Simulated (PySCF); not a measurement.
SMILES C[Si](C)(C)[SiH2][SiH2][GeH3] (GFN2-xTB optimised geometry):

```
23

C      1.593     1.576     0.000
Si    -0.317     1.576     0.000
C     -0.895     0.753     1.626
C     -0.915     3.392     0.000
Si    -1.127     0.344    -1.817
Si    -0.867    -1.956    -1.568
Ge     1.216    -2.496    -0.647
H      1.990     2.054    -0.891
H      1.980     0.559     0.026
H      1.999     2.100     0.861
H     -1.979     0.709     1.687
H     -0.522    -0.265     1.700
H     -0.543     1.293     2.501
H     -0.536     3.946     0.855
H     -1.999     3.446     0.030
H     -0.588     3.910    -0.897
H     -2.548     0.628    -2.083
H     -0.468     0.757    -3.071
H     -0.999    -2.740    -2.804
H     -1.878    -2.531    -0.669
H      2.401    -1.858    -1.322
H      1.417    -2.085     0.788
H      1.614    -3.946    -0.615
```

Computed with PBE/def2-SVP in PySCF.

Task: What are the frontier orbital energies and the dipole moment?

Result: HOMO-2 -7.25 eV, HOMO-1 -6.97 eV, HOMO -6.64 eV, LUMO -0.85 eV, LUMO+1 -0.80 eV; dipole moment 1.35 D.

Meta-Löwdin charges at PBE/def2-SVP: C1 -0.54, Si2 0.65, C3 -0.54, C4 -0.53, Si5 0.06, Si6 0.13, Ge7 0.06, H8 0.12, H9 0.12, H10 0.12, H11 0.11, H12 0.12, H13 0.12, H14 0.12, H15 0.12, H16 0.12, H17 -0.06, H18 -0.06, H19 -0.05, H20 -0.06, H21 -0.04, H22 -0.04, H23 -0.03.
